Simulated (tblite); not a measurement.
Parent: `[CH3:1][SiH2:2][SiH2:3][F:4]` with C1–Si2–Si3–F4 159°, CH7FSi2.

Computed geometry: GFN2-xTB, gas phase. One conformer each, not checked by frequencies here.

```tsv
coordinate of the parent	value
C1–Si2	1.900 Å
Si2–Si3	2.307 Å
Si3–F4	1.617 Å
C1–Si2–Si3	109.7°
Si2–Si3–F4	107.4°
```

Q: How does the shared frame change in `[CH3:1][SiH2:2][Si@@H:3]([F:4])[CH:5]=[O:6]` with C1–Si2–Si3–F4 -174°, Si2–Si3–C5–O6 57°, C2H7FOSi2? Atoms pair as C1 = C1, Si2 = Si2, Si3 = Si3, F4 = F4 (parent first).

A: 
```
    parent    relative  value in the relative  change
    C1–Si2      C1–Si2                1.897 Å  -0.003
   Si2–Si3     Si2–Si3                2.313 Å  +0.006
    Si3–F4      Si3–F4                1.624 Å  +0.007
C1–Si2–Si3  C1–Si2–Si3                 108.8°    -0.9
Si2–Si3–F4  Si2–Si3–F4                 110.2°    +2.8
```

Of the parent's bonds, Si2–Si3 and Si3–F4 change most and about equally (+0.006 to +0.007 Å). Bonds of the relative outside the shared frame: Si3–C5 1.916, C5=O6 1.207 Å. Point group C1 → C1.

Q: How does the shared frame change in `[CH3:1][SiH2:2][Si@@H:3]([F:4])[Cl:5]` with C1–Si2–Si3–F4 -117°, CH6ClFSi2? Atoms pair as C1 = C1, Si2 = Si2, Si3 = Si3, F4 = F4 (parent first).

A: 
```json
{"parent": "C1–Si2", "relative": "C1–Si2", "value in the relative": "1.900 Å", "change": "0.000"}
{"parent": "Si2–Si3", "relative": "Si2–Si3", "value in the relative": "2.311 Å", "change": "+0.004"}
{"parent": "Si3–F4", "relative": "Si3–F4", "value in the relative": "1.618 Å", "change": "+0.001"}
{"parent": "C1–Si2–Si3", "relative": "C1–Si2–Si3", "value in the relative": "111.4°", "change": "+1.7"}
{"parent": "Si2–Si3–F4", "relative": "Si2–Si3–F4", "value in the relative": "107.8°", "change": "+0.4"}
```

Of the parent's bonds, Si2–Si3 changes most (+0.004 Å). Bonds of the relative outside the shared frame: Si3–Cl5 2.021 Å. Point group C1 → C1.
